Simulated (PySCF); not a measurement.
SCF from a fresh guess for singlet AuSBr, at the B3LYP minimum. PySCF input:

```python
from pyscf import gto, scf, dft
mol = gto.M(atom='''
Au     0.000000     0.000000    -0.387239
S      0.000000     0.000000    -2.584357
Br     0.000000    -0.000000     2.012000''',
    basis={'Au': 'def2-SVP', 'S': 'def2-SVP', 'Br': 'def2-SVP'},
    ecp={'Au': 'def2-SVP'},
    charge=0, spin=0)
mf = dft.RKS(mol, xc='B3LYP')
mf.grids.atom_grid = (50, 194)
aux = {'Au': 'def2-universal-JKFIT', 'S': 'def2-universal-JKFIT', 'Br': 'def2-universal-JKFIT'}
mf = mf.density_fit(auxbasis=aux)
mf.conv_tol = 1e-08
mf.diis_space = 10
mf.max_cycle = 60
mf.init_guess = 'minao'
mf.verbose = 4
mf.kernel()
```

Excerpt of the output (cycles and frontier levels):

```
init E= -3095.0505032876
cycle= 1 E= -3106.50984517888  delta_E= -11.5  |g|= 2.02  |ddm|= 10.2
  HOMO = 0.130298063256133  LUMO = 0.208384506435742  gap/eV = 2.12484
cycle= 2 E= -3089.21120869879  delta_E= 17.3  |g|= 5.36  |ddm|= 13.5
  HOMO = -0.326148648468739  LUMO = -0.303030158496451  gap/eV = 0.62909
cycle= 3 E= -3107.43750878489  delta_E= -18.2  |g|= 0.949  |ddm|= 12.8
  HOMO = -0.206723048416753  LUMO = -0.20441880226516  gap/eV = 0.06270
cycle= 4 E= -3106.59015681408  delta_E= 0.847  |g|= 1.52  |ddm|=  2.6
  HOMO = -0.255098663431896  LUMO = -0.227058711487357  gap/eV = 0.76301
cycle= 5 E= -3107.6885780757  delta_E= -1.1  |g|= 0.268  |ddm|= 2.39
  HOMO = -0.262107573799988  LUMO = -0.233095141060256  gap/eV = 0.78947
cycle= 6 E= -3107.71595273615  delta_E= -0.0274  |g|= 0.049  |ddm|= 0.427
  HOMO = -0.265832728679635  LUMO = -0.234533870607892  gap/eV = 0.85169
cycle= 7 E= -3107.71508584001  delta_E= 0.000867  |g|= 0.0617  |ddm|= 0.13
  HOMO = -0.264434217736371  LUMO = -0.232399393529793  gap/eV = 0.87171
cycle= 8 E= -3107.71655842934  delta_E= -0.00147  |g|= 0.0214  |ddm|= 0.0684
  HOMO = -0.264306130719236  LUMO = -0.232090628813759  gap/eV = 0.87663
cycle= 9 E= -3107.71667466853  delta_E= -0.000116  |g|= 0.00951  |ddm|= 0.0141
  HOMO = -0.264298756761925  LUMO = -0.232012874157034  gap/eV = 0.87854
cycle= 10 E= -3107.7167106972  delta_E= -3.6e-05  |g|= 0.000848  |ddm|= 0.0138
  HOMO = -0.264284884118827  LUMO = -0.231994258961732  gap/eV = 0.87867
cycle= 11 E= -3107.71671056338  delta_E= 1.34e-07  |g|= 0.000736  |ddm|= 0.0015
  HOMO = -0.264318146973979  LUMO = -0.232027894653822  gap/eV = 0.87866
cycle= 12 E= -3107.71671079738  delta_E= -2.34e-07  |g|= 4.75e-05  |ddm|= 0.00121
  HOMO = -0.264312537740159  LUMO = -0.232022013576308  gap/eV = 0.87867
cycle= 13 E= -3107.71671079812  delta_E= -7.46e-10  |g|= 1.77e-05  |ddm|= 6.89e-05
  HOMO = -0.264310376852932  LUMO = -0.232019604927475  gap/eV = 0.87868
Extra cycle  E= -3107.71671079591  delta_E= 2.22e-09  |g|= 7.56e-05  |ddm|= 0.000144
converged SCF energy = -3107.71671079591
```

No lower solution of this spin was found by a stability analysis within the restricted form, which does not test spin polarisation.

At the minimum of this search the closed-shell solution is unstable towards spin polarisation, so a lower open-shell solution exists. Spin–orbit coupling, left out here, can matter for elements this heavy.

The search for the lowest solution, with the stability check, took 3.1 s on 2 threads of a shared AMD EPYC 7R43 64-Core (Zen 3) host, with 82 basis functions; the process peaked at 0.3 GiB. Launch command: `OMP_NUM_THREADS=2 python axn.py task.json out`.
